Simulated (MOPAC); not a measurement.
Input file for MOPAC: PM3 on SiAs, 2S+1 = 2, a spin state set in the input, which need not be the lowest, a point of a bond scan (R = 2.181 Å).

```
PM3 1SCF PRECISE CHARGE=0 UHF MS=0.5 THREADS=1
AsSi

Si     0.00000000 1     0.00000000 1     0.00000000 1
As     0.00000000 1     0.00000000 1     2.18112100 1
```

It printed:

```
*******************************************************************************
 **                                                                           **
 **                              MOPAC v23.2.5                                **
 **                                                                           **
 *******************************************************************************
 ** MOPAC's Digital Object Identifier: https://doi.org/10.5281/zenodo.6511958 **
 **                                                                           **
 ** Please cite the open-source release paper for use of this MOPAC version:  **
 ** J. E. Moussa and J. J. P. Stewart (2026)                                  **
 ** MOPAC: An open-source semiempirical molecular orbital program             **
 ** J. Open Source Softw., 11(119), 8025, https://doi.org/10.21105/joss.08025 **
 *******************************************************************************

                              PM3 CALCULATION RESULTS

 *******************************************************************************
 *  PM3        - The PM3 Hamiltonian to be used
 *  UHF        - UNRESTRICTED HARTREE-FOCK CALCULATION
 *
 *
 *
 *                 CHARGE ON SYSTEM = 0
 *
 *
 *
 *  MS=        - IN MECI, MAGNETIC COMPONENT OF SPIN =  0.5
 *  PRECISE    - TIGHTER CRITERIA TO BE USED
 *  1SCF       - DO 1 SCF AND THEN STOP
 *  THREADS=1  - MULTI-THREADING NOT USED
 *  T=         - A TIME OF 172800.0 SECONDS REQUESTED
 *  DUMP=N     - RESTART FILE WRITTEN EVERY 7200.0 SECONDS REQUESTED
 *******************************************************************************
PM3 1SCF PRECISE CHARGE=0 UHF MS=0.5 THREADS=1
 AsSi

   ATOM   CHEMICAL          X               Y               Z
  NUMBER   SYMBOL      (ANGSTROMS)     (ANGSTROMS)     (ANGSTROMS)

     1      Si          0.00000000  *   0.00000000  *   0.00000000  *
     2      As          0.00000000  *   0.00000000  *   2.18112100  *



          CARTESIAN COORDINATES

    NO.       ATOM           X           Y           Z

     1        Si          0.0000      0.0000      0.0000
     2        As          0.0000      0.0000      2.1811

 Si: (PM3): J. J. P. STEWART, J. COMP. CHEM. 10, 209 (1989).
 As: (PM3): J. J. P. STEWART, J. COMP. CHEM. 12, 320-341 (1991).

           Empirical Formula: Si As  =     2 atoms



      MOLECULAR POINT GROUP   :   C*v


          UHF CALCULATION, NO. OF ALPHA ELECTRONS =    5
                           NO. OF BETA  ELECTRONS =    4

 -------------------------------------------------------------------------------
 PM3 1SCF PRECISE CHARGE=0 UHF MS=0.5 THREADS=1
 AsSi



     1SCF WAS SPECIFIED, SO BFGS WAS NOT USED
     SCF FIELD WAS ACHIEVED


                              PM3 CALCULATION
                                                       MOPAC v23.2.5 Linux




          FINAL HEAT OF FORMATION =         99.51066 KCAL/MOL =     416.35262 KJ/MOL


          COSMO AREA              =        100.80 SQUARE ANGSTROMS
          COSMO VOLUME            =         89.71 CUBIC ANGSTROMS

          IONIZATION POTENTIAL    =          8.293665 EV
          ALPHA SOMO LUMO (EV)    =         -8.642 -2.008
          BETA  SOMO LUMO (EV)    =         -8.294 -2.788
          NO. OF ALPHA ELECTRONS  =          5
          NO. OF BETA  ELECTRONS  =          4
          MOLECULAR WEIGHT        =        103.0071         POINT GROUP:  C*v

          MOLECULAR DIMENSIONS (Angstroms)

            Atom       Atom       Distance
           As     2   Si     1     2.18112
           As     2   Si     1     0.00000
           Si     1   As     2     0.00000


          SCF CALCULATIONS        =          1





   ATOM   CHEMICAL          X               Y               Z
  NUMBER   SYMBOL      (ANGSTROMS)     (ANGSTROMS)     (ANGSTROMS)

     1      Si          0.00000000  *   0.00000000  *   0.00000000  *
     2      As          0.00000000  *   0.00000000  *   2.18112100  *

                             CARTESIAN COORDINATES

   1   Si        0.000000000     0.000000000     0.000000000
   2   As        0.000000000     0.000000000     2.181121000


           Empirical Formula: Si As  =     2 atoms



      MOLECULAR POINT GROUP   :   C*v


          ALPHA EIGENVALUES
 -19.02088 -12.25331  -8.92259  -8.78499  -8.64205  -2.00811  -1.89574  -0.66442


           BETA EIGENVALUES
 -18.69752 -11.79841  -9.44665  -8.29367  -2.78804  -1.32709  -0.38746  -0.12624


              NET ATOMIC CHARGES AND DIPOLE CONTRIBUTIONS

  ATOM NO.   TYPE          CHARGE      No. of ELECS.   s-Pop       p-Pop
    1         Si           0.203390        3.7966     1.92756     1.86905
    2         As          -0.203390        5.2034     1.94092     3.26247
 DIPOLE           X         Y         Z       TOTAL
 POINT-CHG.     0.000     0.000    -2.131     2.131
 HYBRID        -0.000     0.000     0.995     0.995
 SUM           -0.000     0.000    -1.136     1.136


          ATOMIC ORBITAL ELECTRON POPULATIONS

     Atom    s        px        py        pz
    1 Si   1.92756   0.53902   0.55996   0.77007
    2 As   1.94092   1.46098   0.44004   1.36145


                    (SZ)    =    0.500000
                    (S**2)  =    0.889865


          ATOMIC ORBITAL SPIN POPULATIONS

    Atom   Total    s     px     py     pz
         Atomic
    1 Si  0.9966 -0.023  0.281  0.560  0.179
    2 As  0.0034  0.003 -0.281  0.440 -0.159

 **********************
 *                    *
 * JOB ENDED NORMALLY *
 *                    *
 **********************




 == MOPAC DONE ==
```

The run finished. Its determinant has ⟨S²⟩ = 0.89, a mixture of spin states.

Cost: roughly 0.020 core-seconds.
